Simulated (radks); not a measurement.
Problem. All-electron atom: Ir3+ in [Xe] 4f14 5d6 (the NIST ground configuration). Method: Dirac Kohn-Sham, B86b exchange with PBE correlation, spin-unpolarised, spherical densities, finite nucleus; open shells are shared between the two j in proportion to 2j + 1; Fermi nuclear charge, rms radius 5.4032 fm; computed with a radial shooting solver on a logarithmic mesh with Libxc functionals. Some entries of the table are withheld. Estimate them.

| orbital | occ. | eigenvalue (hartree) | <r> (bohr) |
|---|---|---|---|
| 1s1/2 | 2 | -2793.731 | 0.01744 |
| 2s1/2 | 2 | -489.3424 | 0.07297 |
| 2p1/2 | 2 | (1) | 0.06017 |
| 2p3/2 | 4 | (2) | 0.06848 |
| 3s1/2 | 2 | -115.3418 | 0.1899 |
| 3p1/2 | 2 | (3) | 0.1801 |
| 3p3/2 | 4 | (4) | 0.1954 |
| 3d3/2 | 4 | -77.69912 | (5) |
| 3d5/2 | 6 | -74.86865 | (6) |
| 4s1/2 | 2 | -25.52496 | 0.4232 |
| 4p1/2 | 2 | -21.64699 | 0.4266 |
| 4p3/2 | 4 | -18.54984 | 0.4603 |
| 4d3/2 | 4 | -12.18240 | 0.4718 |
| 4d5/2 | 6 | -11.60742 | 0.4831 |
| 5s1/2 | 2 | -4.74995 | 0.9766 |
| 5p1/2 | 2 | -3.52773 | 1.059 |
| 4f5/2 | 6 | -3.51084 | 0.5309 |
| 4f7/2 | 8 | -3.39611 | 0.5386 |
| 5p3/2 | 4 | -3.02277 | 1.154 |
| 5d3/2 | 2.4 | -1.38755 | 1.520 |
| 5d5/2 | 3.6 | -1.33423 | 1.565 |

Solution. 
(1) 2p1/2 eigenvalue (hartree): -468.9265
(2) 2p3/2 eigenvalue (hartree): -409.1076
(3) 3p1/2 eigenvalue (hartree): -106.1652
(4) 3p3/2 eigenvalue (hartree): -93.06730
(5) 3d3/2 <r> (bohr): 0.1705
(6) 3d5/2 <r> (bohr): 0.1751
